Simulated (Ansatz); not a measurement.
Cost and result up the ladder for (H2Ga-mu-NH2)3 (Ga3N3H12) (18 atoms). The state is a singlet with charge 0. Geometry: B3LYP-D4/def2-SVP.

```csv
atom,x (Å),y (Å),z (Å)
Ga1,1.553,1.352,-0.385
H2,1.253,2.891,-0.233
H3,2.947,0.756,-0.811
N4,1.016,0.398,1.315
Ga5,0.453,-1.529,1.098
H6,1.312,-2.152,-0.067
H7,0.303,-2.173,2.530
N8,-1.400,-1.246,0.331
Ga9,-1.717,0.426,-0.765
H10,-2.757,0.089,-1.902
H11,-1.893,1.598,0.274
N12,0.112,0.612,-1.598
H13,1.812,0.422,1.957
H14,0.280,0.928,1.790
H15,-2.081,-1.255,1.094
H16,-1.636,-2.066,-0.233
H17,0.415,-0.285,-1.987
H18,0.028,1.233,-2.407
```

Ansatz; hardware A = 2 threads of AMD EPYC 7R13 on a shared host and a share (18 GiB) of an NVIDIA H100 80GB HBM3; B = 2 threads of AMD EPYC 7R13 on a shared host. Times are rough, and most runs start from the orbitals of an earlier one. ωB97M-V/def2-TZVP serves as the yardstick here, not as an exact answer. Differences are given only for rows in sets of like size (and for xTB, whose basis is part of the method), since another set adds its own error. Binding counts from free atoms at the same level (Ga doublet, H doublet, N quartet; other spins of the atoms weren't run), without zero-point energy or a counterpoise term.

The 6-31G sets use Cartesian d functions. B3LYP takes the VWN-RPA correlation. Correlated methods freeze 30 core orbitals; core or outer-core shells of Ga are correlated, in sets that lack core-valence functions.

Correlated methods converge slowly with the basis.

```
                             level  functions  wall time
             PBE0-D4/def2-TZVP [A]        309      1.6 s
            B3LYP-D4/def2-TZVP [A]        309      1.6 s
           r2SCAN-D4/def2-TZVP [A]        309      1.8 s
PBE-D4/def2-TZVP (with forces) [A]        309      1.9 s
                 MP2/def2-TZVP [A]        309      2.5 s
             ωB97M-V/def2-TZVP [A]        309      2.8 s
             ωB97X-V/def2-TZVP [A]        309      2.9 s
                      HF/6-31G [B]        138      2.9 s
               PBE-D4/def2-SVP [B]        198      4.3 s
                B3LYP-D4/6-31G [B]        138        5 s
              PBE0-D4/def2-SVP [B]        198      7.5 s
```

Q: Estimate what each level gives for the binding energy per atom (eV).

A: 
| level | binding energy per atom (eV) | difference from ωB97M-V/def2-TZVP (eV) |
| --- | --- | --- |
| PBE0-D4/def2-TZVP [A] | 3.02 | -0.03 |
| B3LYP-D4/def2-TZVP [A] | 3.04 | -0.01 |
| r2SCAN-D4/def2-TZVP [A] | 3.04 | -0.01 |
| PBE-D4/def2-TZVP (with forces) [A] | 3.05 | 0.00 |
| MP2/def2-TZVP [A] | 2.95 | -0.10 |
| ωB97M-V/def2-TZVP [A] | 3.05 | 0.00 |
| ωB97X-V/def2-TZVP [A] | 3.08 | 0.03 |
| HF/6-31G [B] | 2.06 | – |
| PBE-D4/def2-SVP [B] | 3.07 | – |
| B3LYP-D4/6-31G [B] | 3.06 | – |
| PBE0-D4/def2-SVP [B] | 3.04 | – |
